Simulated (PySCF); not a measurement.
**Bi⁺: excitation energy**

Bi⁺ [Xe] 4f14 5d10 6s2 6p2 (3P) → Bi⁺ [Xe] 4f14 5d10 6s1 6p3 (5S), as a difference of total energies. Computed with PySCF 2.14 in x2c-TZVPPall (11s7p6d3f, 83 functions), with the spin-free X2C one-electron Hamiltonian (Gaussian nucleus). Correlated levels: valence: [Xe] 4f14 5d10 frozen. The calculations carry no spin-orbit coupling.

| method | excitation energy (eV) |
| --- | --- |
| UHF | 6.238 |
| MP2 (valence) | 6.884 |
| SCS-MP2 (valence) | 7.172 |
| CCSD (valence) | 7.039 |
| CCSD(T) (valence) | 7.058 |

Problem. How much does correlation contribute at CCSD(T) (valence)?

Solution. 7.058 − (6.238) = 0.820 eV, measured against UHF.

Spin-orbit coupling is strong in these open shells (close to jj coupling). The scalar numbers leave it out and a first-order estimate fails, so it can dominate the gap to the real levels.
